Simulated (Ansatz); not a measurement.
Species: CAuClO, net charge 1, doublet state. SMILES of the parent species: [O+]#[C-]->[Au][Cl]

Atoms: Au1, Cl2, O3, C4. Bonds: Au1-Cl2, Au1-C4, O3-C4.

Bond lengths (Å) and angles (degrees) optimised at PBE/6-31G* with LANL2DZ past Ar with Ansatz (a quantum-chemistry and plane-wave program); B3LYP/LANL2DZ with Ansatz; B3LYP/6-31G* with LANL2DZ past Ar with Ansatz, each started from the B3LYP-D3(BJ)/def2-TZVP structure (Ansatz) of the last column. A row stands for all coordinates that are equal there. 6-31G* holds six Cartesian d functions. No wavenumbers were computed at PBE/6-31G* with LANL2DZ past Ar, B3LYP/LANL2DZ, so these may be saddle points.

```tsv
coordinate	PBE/6-31G* with LANL2DZ past Ar	B3LYP/LANL2DZ	B3LYP/6-31G* with LANL2DZ past Ar	B3LYP-D3(BJ)/def2-TZVP
Au1-Cl2	2.346	2.502	2.388	2.268
Au1-C4	1.949	1.962	1.980	1.994
O3-C4	1.139	1.150	1.126	1.115
Cl2-Au1-C4	165.7	180.0	179.9	170.1
Au1-C4-O3	179.5	180.0	180.0	179.2
```

Mean signed difference of all 3 bond lengths from B3LYP-D3(BJ)/def2-TZVP: PBE/6-31G* with LANL2DZ past Ar 0.019 Å, B3LYP/LANL2DZ 0.079 Å, B3LYP/6-31G* with LANL2DZ past Ar 0.040 Å.
